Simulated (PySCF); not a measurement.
Molecule: sum formula H4BSiO3 (charge -1, singlet). It need not be the lowest isomer of its formula. Whether it binds its extra electron was not tested at this geometry. SMILES: OB(O)O[SiH2-]
Structure (B3LYP-D3(BJ)/def2-TZVP (Ansatz) minimum search):
```
O
B 1 1.3498
O 2 1.3782 1 124.56
H 3 0.9810 2 106.32 1 0.00
O 2 1.3973 1 119.63 3 180.00
H 5 0.9624 2 106.92 1 0.00
Si 1 1.7780 2 122.21 3 0.00
H 7 1.5371 1 98.14 2 132.29
H 7 1.5371 8 94.16 1 -98.85
```
Charge -1, spin multiplicity 1.

Dispersion corrections to the total energy (kcal/mol) from the dftd3 and dftd4 libraries through PySCF: D3(BJ) without and D4 with the three-body term, each with the damping fitted for the functional named.

```tsv
functional	D3(BJ)	D4
BLYP	?	-10.60
HF	-32.11	-17.53
B3LYP	-6.88	-7.67
PW6B95	-2.05	-4.12
revPBE	?	-15.29
BHLYP	-5.50	-5.70
TPSS	?	-6.43
```

Fill in the missing entries.


- BLYP, D3(BJ): -8.38
- revPBE, D3(BJ): -9.70
- TPSS, D3(BJ): -4.89
